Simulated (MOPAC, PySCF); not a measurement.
HF3SSi, SMILES `F[Si](F)(F)S`, neutral singlet in the gas phase. 

Z-matrix (Å, degrees):
```
Si
F 1 1.5770
F 1 1.5794 2 108.60
F 1 1.5795 2 108.43 3 114.81
S 1 2.0995 2 107.60 4 122.67
H 5 1.3460 1 92.94 2 179.31
```
Charge 0, multiplicity 1.

All levels are single points at this geometry (B3LYP-D3(BJ)/def2-TZVP); Pople sets use spherical d functions. Orbital energies aren't observables, and empty levels follow the basis.

```csv
level,HOMO (eV),LUMO (eV),gap (eV),dipole (D),"vertical IE, Delta-SCF (eV)"
B3LYP-D3(BJ)/def2-TZVP in PySCF,-8.27,-0.45,7.83,1.61,11.10
B3LYP/3-21G in PySCF,-8.44,-0.16,8.28,1.56,–
B3LYP/6-311+G** in PySCF,-8.40,-0.95,7.45,1.81,–
B3LYP/6-31G* in PySCF,-8.13,-0.02,8.10,1.41,11.02
B3LYP/LANL2DZ in PySCF,-8.85,-0.88,7.97,2.18,–
PBE/6-31G* in PySCF,-7.06,-0.74,6.32,1.36,10.82
SVWN5/6-31G* in PySCF,-7.18,-0.89,6.29,1.45,11.05
PM3 in MOPAC,-9.91,-1.67,8.25,1.44,–
PM6 in MOPAC,-9.87,-0.48,9.39,1.52,–
```
